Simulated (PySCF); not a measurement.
C2H4F2, SMILES FCCF.

Geometry: PBE-D3(BJ)/def2-SVP. The values are those of a single conformer.

Level of theory: SMD-B3LYP/6-31G* run with PySCF.

Solvation free energies are E(SMD) − E(gas) at the gas-phase geometry, for 1 M in both phases. In vacuum the dipole moment is 2.37 D.

Computed solvation free energies in water, n-hexane, toluene:
```csv
solvent,ΔG(solv) (kcal/mol),its non-electrostatic (CDS) part,dipole (D)
water,-1.7,3.3,3.00
n-hexane,-2.2,-0.4,2.59
toluene,-2.6,-0.2,2.65
```
